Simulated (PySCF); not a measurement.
Atoms are numbered as in `[CH2:1]=[CH:2][Si:3]([CH3:4])([CH3:5])[CH3:6]` (H(Xn): hydrogen on atom n). Ha(C1) is cis to Si3; Hb(C1) is trans to Si3.

Geometry: PBE0-D3(BJ)/def2-TZVP; GIAO absolute shieldings from PySCF, gas phase, non-relativistic, averaged over equivalent atoms.

At B97-2/pcSseg-2 (391 basis functions, 110 s wall time (3.9 min CPU) on 2 threads of an Intel Xeon, shared host):
```
            atoms  σ (ppm)
               C2     35.3
               C1     45.7
         C4/C5/C6    186.9
              Si3    355.0
            H(C2)    25.05
           Hb(C1)    25.32
           Ha(C1)    25.62
H(C4)/H(C5)/H(C6)    31.58
```

Problem. What do these become at wB97X-D/pcSseg-2?

Solution. 
| atoms | σ at wB97X-D/pcSseg-2 | change |
| --- | --- | --- |
| C2 | 31.6 | -3.7 |
| C1 | 41.9 | -3.8 |
| C4/C5/C6 | 187.8 | +0.9 |
| Si3 | 347.6 | -7.4 |
| H(C2) | 25.00 | -0.05 |
| Hb(C1) | 25.27 | -0.05 |
| Ha(C1) | 25.54 | -0.08 |
| H(C4)/H(C5)/H(C6) | 31.58 | +0.00 |

The largest change is at Si3 (silicon bonded to 4 C). Cost: 391 basis functions, 2.6 min wall time (5.2 min CPU) on 2 threads of an Intel Xeon, shared host. The order of the carbon signals is the same at both levels.
